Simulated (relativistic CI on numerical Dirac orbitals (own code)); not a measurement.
## What each ingredient does to the levels of Tm²²⁺

Base calculation: Dirac-Coulomb-Breit CI, separate exchange-only KLI orbitals for each configuration, model QED (radiative potential, 1s self-energy scaled to tabulated hydrogen-like ionisation energies), unscaled Slater integrals.

CI space (outside the closed core [Ar] 3d10): 4s2 4p6 4d10 4f, 4s2 4p6 4d10 5s, 4s2 4p6 4d9 4f2, 4s2 4p6 4d10 5p, 4s2 4p6 4d10 5d, 4s2 4p5 4d10 4f2, 4s2 4p6 4d9 5s2, 4s2 4p6 4d9 4f 5s, 4s2 4p6 4d10 5f, 4s2 4p6 4d9 5s 5p, 4s 4p6 4d10 4f2, 4s2 4p6 4d10 6s, 4s2 4p6 4d9 4f 5p, 4s2 4p6 4d10 6p, 4s2 4p6 4d10 5g, 4s2 4p4 4d10 4f3. Levels of other configurations are missing.

Variants: (1) non-relativistic limit; (2) only the first 3 configurations. Shifts of the energy above 4s2 4p6 4d10 4f 2F°_5/2, in cm⁻¹, for the lowest level and the first level of each name with at least 55 % of one term (blank where a level changes its place among those of its configuration and J or its character, or is not in the variant):

```tsv
Level	Base	Δ(1)	Δ(2)
4s2 4p6 4d10 4f 2F°_5/2	0	0	0
4s2 4p6 4d10 4f 2F°_7/2	17033	-17033	-12
4s2 4p6 4d10 5s 2S_1/2	609811	+248090	+8199
4s2 4p6 4d10 5p 2P°_1/2	907514	+221585	
4s2 4p6 4d10 5p 2P°_3/2	1046895	+82204	
4s2 4p6 4d9 4f2 4F_3/2	1330839	-12481	-4983
4s2 4p6 4d9 4f2 4F_5/2	1334892	-16534	-5118
4s2 4p6 4d9 4f2 4F_7/2	1344403	-26045	-5185
4s2 4p6 4d9 4f2 4F_9/2	1357678	-39320	-5223
4s2 4p6 4d9 4f2 4K_15/2	1375968	-21191	-5481
4s2 4p6 4d9 4f2 4D_3/2	1379119	-32458	-5319
4s2 4p6 4d9 4f2 4K_17/2	1380704	-25928	-5482
4s2 4p6 4d9 4f2 4D_1/2	1388027	-41366	-5283
4s2 4p6 4d9 4f2 4H_13/2	1388956	-22826	-4794
```

At this charge transitions that keep the count of f electrons are usually good to a few per cent. Terms inside the open d or f shell come out 10 to 20 % too wide with unscaled integrals. Levels that differ in their count of f electrons can be misplaced by several ten thousand cm⁻¹, since the correlation energy of f electrons is missing or only estimated; rates across such gaps can be off by orders of magnitude.

Ionisation energy from one configuration of each of the two ions, the ground ones as tabulated or assumed: base 608.681 eV. The NIST ASD value (theoretical) is 603 ± 6 eV.

LS names give the leading component of a level, which can be under half, so a name can repeat, a term be missing and a line seem to break the LS rules.
